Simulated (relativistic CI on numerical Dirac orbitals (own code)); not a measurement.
One change at a time: Lu XLIX

Base calculation: Dirac-Coulomb-Breit CI, KLI orbitals optimised for each configuration, model QED (radiative potential, 1s self-energy scaled to tabulated hydrogen-like ionisation energies), unscaled Slater integrals.

Configuration list (outside the closed core [Ne]): 3s2 3p6 3d5, 3s2 3p5 3d6, 3s2 3p4 3d7, 3s 3p6 3d6, 3p6 3d7, 3s 3p5 3d7, 3s2 3p6 3d4 4s, 3s2 3p6 3d4 4p, 3s2 3p4 3d6 4s, 3s2 3p6 3d4 4d, 3s2 3p4 3d6 4p, 3s2 3p5 3d5 4s, 3s2 3p6 3d4 4f, 3s 3p5 3d6 4s, 3s2 3p5 3d5 4p, 3s 3p5 3d6 4p, 3p6 3d6 4s, 3s2 3p6 3d3 4s2, 3p6 3d6 4p, 3s2 3p6 3d3 4s 4p, 3s2 3p6 3d4 5s, 3p6 3d5 4s2. Levels of other configurations are missing.

Variants: (1) P86 correlation estimate; (2) configuration mixing switched off; (3) only the first 3 configurations. Shifts of the energy above 3s2 3p6 3d5 4P_5/2, in eV, for the lowest level and the first level of each name with at least 55 % of one term (blank where a level changes its place among those of its configuration and J or its character, or is not in the variant):

```
               Level     Base    Δ(1)    Δ(2)    Δ(3)
  3s2 3p6 3d5 4P_5/2    0.000   0.000   0.000   0.000
  3s2 3p6 3d5 2D_3/2   87.437   0.000  +0.604  -0.050
  3s2 3p6 3d5 4G_9/2  114.140  -0.001          -0.170
 3s2 3p6 3d5 2I_13/2  117.471  -0.002  -2.379  -0.466
  3s2 3p6 3d5 4D_1/2  118.170  -0.001  -0.540  +0.082
  3s2 3p6 3d5 2G_7/2  128.411  -0.001  -0.763  +0.057
  3s2 3p6 3d5 4F_5/2  129.973   0.000  -0.198  -0.106
  3s2 3p6 3d5 2P_3/2  159.966   0.000  +0.776  +0.265
3s2 3p5 3d6 4H°_13/2  404.195  +0.337  -2.999  -0.198
3s2 3p5 3d6 4I°_15/2  412.664  +0.336  -3.286  -0.485
```

At this charge energies of transitions that change n are usually good to better than 1 %, and those within a shell (Δn = 0) to a few per cent.

Ionisation energy from the two ground configurations alone: base 4210.16 eV; P86 correlation estimate 4212.21 eV. The NIST ASD value (theoretical) is 4211 eV.

LS names give the leading component of a level, which can be under half, so a name can repeat, a term be missing and a line seem to break the LS rules.
